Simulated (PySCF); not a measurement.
A geometry optimisation, step by step.

Species: i-propyl bromide, C3H7Br.
Numbering: `[CH3:1][CH:2]([CH3:3])[Br:4]` (hydrogens: H5, H6, H7 on C1; H8 on C2; H9, H10, H11 on C3)

Method: PBE0-D3(BJ)/def2-TZVP geometry optimisation, gas phase in PySCF 2.14.0; density fitting, grid level 2; the optimiser is geomeTRIC in internal coordinates, started from a GFN2-xTB structure with every atom displaced at random (about 0.01 Å). 6 of its 8 geometries are shown. The frame can shift and turn from step to step; on so coarse a grid that alone can change the energy by a few meV, and forces under 0.02 eV/Å are noise.

Step 0: E = -73261.1981 eV, largest atomic force 2.149 eV/Å
```
atom  x, y, z in Å  |  force x, y, z in eV/Å
C1     -1.274   -0.067   -0.028   -1.090   1.714  -0.701
C2      0.092    0.526    0.149    0.384  -0.003  -0.083
C3      1.162   -0.527    0.068    0.883   0.434   0.981
Br4     0.456    1.886   -1.265   -0.187  -0.245   0.287
H5     -1.374   -0.566   -0.997    0.102  -0.055   0.151
H6     -2.050    0.750   -0.007    0.626  -0.821   0.022
H7     -1.495   -0.753    0.766   -0.056  -0.498   0.483
H8      0.183    1.101    1.079   -0.116  -0.094  -0.236
H9      1.038   -1.245    0.895   -0.099   0.094  -0.243
H10     2.166   -0.081    0.194   -0.399  -0.204  -0.146
H11     1.133   -1.050   -0.869   -0.048  -0.322  -0.514
```

Step 1: E = -73261.1949 eV, largest atomic force 0.447 eV/Å
```
atom  x, y, z in Å  |  force x, y, z in eV/Å
C1     -1.262   -0.232    0.010   -0.102  -0.327   0.107
C2      0.012    0.571   -0.102   -0.178   0.012   0.006
C3      1.226   -0.225    0.324   -0.186  -0.140  -0.098
Br4     0.256    1.036   -1.994    0.024   0.166  -0.151
H5     -1.085   -1.194   -0.456    0.054  -0.377  -0.160
H6     -2.119    0.185   -0.525    0.113   0.298   0.314
H7     -1.514   -0.451    1.060    0.014   0.305  -0.197
H8     -0.057    1.543    0.395    0.025  -0.162  -0.012
H9      1.135   -0.544    1.374    0.006   0.042  -0.239
H10     2.135    0.354    0.199    0.170   0.087   0.083
H11     1.297   -1.105   -0.333    0.061   0.096   0.348
```

Step 3: E = -73261.2615 eV, largest atomic force 0.082 eV/Å
```
atom  x, y, z in Å  |  force x, y, z in eV/Å
C1     -1.267   -0.263   -0.009    0.011  -0.050  -0.064
C2      0.010    0.529   -0.140    0.044  -0.005  -0.034
C3      1.236   -0.223    0.316    0.011   0.032   0.014
Br4     0.249    1.072   -2.018    0.010  -0.009  -0.014
H5     -1.174   -1.235   -0.502   -0.009   0.061   0.004
H6     -2.112    0.266   -0.447   -0.024   0.008   0.033
H7     -1.475   -0.436    1.051   -0.009  -0.023   0.035
H8     -0.070    1.483    0.380   -0.026   0.017   0.007
H9      1.109   -0.514    1.363    0.009  -0.002   0.032
H10     2.136    0.387    0.233   -0.012  -0.007   0.001
H11     1.378   -1.129   -0.275   -0.006  -0.022  -0.015
```

Step 4: E = -73261.2629 eV, largest atomic force 0.034 eV/Å
```
atom  x, y, z in Å  |  force x, y, z in eV/Å
C1     -1.267   -0.265   -0.011    0.004   0.025  -0.007
C2      0.011    0.527   -0.144    0.010   0.012   0.002
C3      1.237   -0.222    0.318    0.001   0.000   0.032
Br4     0.253    1.069   -2.023    0.003  -0.017   0.007
H5     -1.182   -1.229   -0.515   -0.009   0.009  -0.017
H6     -2.116    0.274   -0.431   -0.006  -0.003   0.007
H7     -1.467   -0.446    1.049    0.010  -0.032   0.008
H8     -0.073    1.481    0.377   -0.013   0.009  -0.014
H9      1.110   -0.507    1.367    0.004   0.006   0.001
H10     2.136    0.389    0.234    0.000  -0.004  -0.009
H11     1.381   -1.132   -0.267   -0.004  -0.006  -0.010
```

Step 6: E = -73261.2656 eV, largest atomic force 0.076 eV/Å
```
atom  x, y, z in Å  |  force x, y, z in eV/Å
C1     -1.266   -0.265   -0.017   -0.012   0.048   0.058
C2      0.012    0.527   -0.149   -0.028   0.000   0.038
C3      1.235   -0.217    0.327   -0.003  -0.017   0.015
Br4     0.263    1.047   -2.031    0.000   0.003  -0.002
H5     -1.202   -1.202   -0.573   -0.003  -0.030  -0.022
H6     -2.127    0.297   -0.379    0.012  -0.006  -0.018
H7     -1.434   -0.502    1.039    0.017  -0.012  -0.027
H8     -0.079    1.485    0.363    0.009  -0.003  -0.021
H9      1.112   -0.476    1.384   -0.003   0.006  -0.018
H10     2.137    0.387    0.226    0.009  -0.001  -0.010
H11     1.372   -1.142   -0.237    0.001   0.011   0.007
```

Step 7: E = -73261.2658 eV, largest atomic force 0.022 eV/Å
```
atom  x, y, z in Å  |  force x, y, z in eV/Å
C1     -1.266   -0.265   -0.017   -0.003   0.012   0.018
C2      0.012    0.528   -0.148   -0.010  -0.006   0.017
C3      1.235   -0.216    0.330   -0.002  -0.003  -0.001
Br4     0.263    1.043   -2.031    0.000   0.005  -0.003
H5     -1.205   -1.196   -0.583    0.000  -0.009  -0.006
H6     -2.127    0.300   -0.373    0.005  -0.001  -0.007
H7     -1.429   -0.514    1.037    0.005  -0.001  -0.009
H8     -0.078    1.488    0.361    0.004  -0.001  -0.006
H9      1.113   -0.469    1.388   -0.001   0.002  -0.004
H10     2.137    0.385    0.221    0.002   0.000  -0.003
H11     1.368   -1.144   -0.230    0.000   0.003   0.004
```

Q: Summarise the path.

A: The energy falls by 1.56 kcal/mol from step 0 to step 7; nine tenths of that is first reached at step 3. It rises by more than 0.2 meV at step 1. The largest force goes from 2.149 to 0.022 eV/Å. Among the bonds C1–H6 changes most, from 1.127 to 1.090 Å; the atoms move by 0.023 Å rms after alignment.

Q: Follow the three bonds and two angles with the largest change from start to end.

A: 
| step | E above end (kcal/mol) | largest force (eV/Å) | C1–H6 (Å) | C2–Br4 (Å) | C1–H7 (Å) | H9–C3–H10 (°) | C1–C2–C3 (°) |
| --- | --- | --- | --- | --- | --- | --- | --- |
| 0 | 1.56 | 2.149 | 1.127 | 1.995 | 1.073 | 106.2 | 111.4 |
| 1 | 1.64 | 0.447 | 1.093 | 1.963 | 1.102 | 109.5 | 112.1 |
| 2 | 0.29 | 0.349 | 1.088 | 1.976 | 1.095 | 108.8 | 113.1 |
| 3 | 0.10 | 0.082 | 1.089 | 1.970 | 1.093 | 108.5 | 113.6 |
| 4 | 0.07 | 0.034 | 1.090 | 1.970 | 1.094 | 108.4 | 113.6 |
| 5 | 0.03 | 0.096 | 1.090 | 1.969 | 1.096 | 108.3 | 113.6 |
| 6 | 0.01 | 0.076 | 1.090 | 1.968 | 1.096 | 108.3 | 113.6 |
| 7 | 0.00 | 0.022 | 1.090 | 1.969 | 1.095 | 108.4 | 113.6 |

What follows is the cost of the whole optimisation. Hardware: one thread of an Arm Neoverse V1, shared host with 64 logical CPUs at a one-minute load of 33. Cost: 1.8 min of wall time, 0.85 GiB resident at most.
